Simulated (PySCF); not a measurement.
C4H5N3.
Cartesian coordinates in Å at the GFN2-xTB level; atoms count from 1:
```xyz
12
C4H5N3 angstrom
N     -1.860    0.457   -0.022
C     -0.570    0.053    0.126
C      0.518    0.877   -0.158
C      1.783    0.362    0.081
N      1.999   -0.850    0.560
N      0.988   -1.624    0.831
C     -0.244   -1.221    0.634
H     -2.590   -0.231    0.026
H     -2.048    1.291   -0.552
H      0.376    1.874   -0.551
H      2.671    0.944   -0.123
H     -1.019   -1.932    0.886
```

Method: PBE0/def2-SVPD in PySCF (dipole) on a GFN2-xTB geometry, gas phase.

Masses are those of the commonest isotopes; rigid-rotor values at the optimised geometry. 

(1) Give the principal moments of inertia and the rotational constants in MHz.

(2) Classify the top.

(3) What does the inertial defect say?

(4) Give the other two planar moments, Paa and Pbb, and the rms extents of the mass along the axes.

(5) List the rotational levels J(Ka,Kc) to J = 4 (MHz).

(6) Which types of transition are allowed, and where do some lines up to J = 2 fall?

Answers

(1) Ia = 82.07, Ib = 186.29, Ic = 268.23 u·Å²; 505379 MHz·u·Å²/I gives A = 6158, B = 2713, C = 1884 MHz.

(2) An asymmetric top; Ray's κ = -0.612.

(3) Not planar: Δ = Ic − Ia − Ib = -0.13 u·Å². For a rigid frame Δ = −2 Σ m c², so Σ m c² = 0.06 u·Å² lies off the ab plane: 0.05 from hydrogen and 0.02 from heavier atoms. The atom farthest from that plane is 0.15 Å away.

(4) Paa = Σ m a² = (Ib + Ic − Ia)/2 = 186.22 and Pbb = Σ m b² = (Ia + Ic − Ib)/2 = 82.00 u·Å². With the mass M = 95.05 u, the rms extents √(P/M) along a, b and c are 1.40, 0.93, 0.03 Å.

(5) Above 0(0,0):
J = 1: 1(0,1) 4597, 1(1,1) 8042, 1(1,0) 8871
J = 2: 2(0,2) 13659, 2(1,2) 16407, 2(1,1) 18894, 2(2,1) 29229, 2(2,0) 29361
J = 3: 3(0,3) 26941, 3(1,3) 28878, 3(1,2) 33837, 3(2,2) 43020, 3(2,1) 43661, 3(3,1) 62395, 3(3,0) 62408
J = 4: 4(0,4) 44169, 4(1,4) 45380, 4(1,3) 53575, 4(2,3) 61305, 4(2,2) 63104, 4(3,2) 81012, 4(3,1) 81105, 4(4,1) 107826, 4(4,0) 107827

(6) The dipole components are |μa| = 5.61 D, |μb| = 1.93 D, |μc| = 0.54 D. Intensities carry the squares of the components, which stand as 1.00 : 0.12 : 0.01 (a : b : c). Some lines, for components of 0.1 D or more:

```json
{"type": "a", "branch": "Q", "J(Ka,Kc)": "1(1,0) ← 1(1,1)", "MHz": "829", "lower level (cm⁻¹)": "0.268"}
{"type": "a", "branch": "Q", "J(Ka,Kc)": "2(1,1) ← 2(1,2)", "MHz": "2486", "lower level (cm⁻¹)": "0.547"}
{"type": "c", "branch": "Q", "J(Ka,Kc)": "2(1,2) ← 2(0,2)", "MHz": "2749", "lower level (cm⁻¹)": "0.456"}
{"type": "c", "branch": "Q", "J(Ka,Kc)": "1(1,1) ← 1(0,1)", "MHz": "3445", "lower level (cm⁻¹)": "0.153"}
{"type": "b", "branch": "Q", "J(Ka,Kc)": "1(1,0) ← 1(0,1)", "MHz": "4274", "lower level (cm⁻¹)": "0.153"}
{"type": "a", "branch": "R", "J(Ka,Kc)": "1(0,1) ← 0(0,0)", "MHz": "4597", "lower level (cm⁻¹)": "0.000"}
{"type": "b", "branch": "Q", "J(Ka,Kc)": "2(1,1) ← 2(0,2)", "MHz": "5235", "lower level (cm⁻¹)": "0.456"}
{"type": "b", "branch": "R", "J(Ka,Kc)": "2(0,2) ← 1(1,1)", "MHz": "5617", "lower level (cm⁻¹)": "0.268"}
{"type": "b", "branch": "R", "J(Ka,Kc)": "1(1,1) ← 0(0,0)", "MHz": "8042", "lower level (cm⁻¹)": "0.000"}
{"type": "a", "branch": "R", "J(Ka,Kc)": "2(1,2) ← 1(1,1)", "MHz": "8365", "lower level (cm⁻¹)": "0.268"}
{"type": "c", "branch": "R", "J(Ka,Kc)": "1(1,0) ← 0(0,0)", "MHz": "8871", "lower level (cm⁻¹)": "0.000"}
{"type": "a", "branch": "R", "J(Ka,Kc)": "2(0,2) ← 1(0,1)", "MHz": "9062", "lower level (cm⁻¹)": "0.153"}
{"type": "a", "branch": "R", "J(Ka,Kc)": "2(1,1) ← 1(1,0)", "MHz": "10023", "lower level (cm⁻¹)": "0.296"}
{"type": "c", "branch": "Q", "J(Ka,Kc)": "2(2,1) ← 2(1,1)", "MHz": "10335", "lower level (cm⁻¹)": "0.630"}
{"type": "b", "branch": "Q", "J(Ka,Kc)": "2(2,0) ← 2(1,1)", "MHz": "10468", "lower level (cm⁻¹)": "0.630"}
{"type": "b", "branch": "R", "J(Ka,Kc)": "2(1,2) ← 1(0,1)", "MHz": "11810", "lower level (cm⁻¹)": "0.153"}
{"type": "b", "branch": "Q", "J(Ka,Kc)": "2(2,1) ← 2(1,2)", "MHz": "12822", "lower level (cm⁻¹)": "0.547"}
{"type": "c", "branch": "R", "J(Ka,Kc)": "2(1,1) ← 1(0,1)", "MHz": "14297", "lower level (cm⁻¹)": "0.153"}
{"type": "b", "branch": "R", "J(Ka,Kc)": "2(2,1) ← 1(1,0)", "MHz": "20358", "lower level (cm⁻¹)": "0.296"}
{"type": "c", "branch": "R", "J(Ka,Kc)": "2(2,0) ← 1(1,0)", "MHz": "20491", "lower level (cm⁻¹)": "0.296"}
{"type": "c", "branch": "R", "J(Ka,Kc)": "2(2,1) ← 1(1,1)", "MHz": "21187", "lower level (cm⁻¹)": "0.268"}
{"type": "b", "branch": "R", "J(Ka,Kc)": "2(2,0) ← 1(1,1)", "MHz": "21319", "lower level (cm⁻¹)": "0.268"}
```

Not checked by GFN2-xTB frequencies. Zero-point vibration and centrifugal distortion are left out. A rigid rotor knows nothing of inversion at nitrogen, which can split or shift real lines. Quadrupole hyperfine structure (14N) is left out.
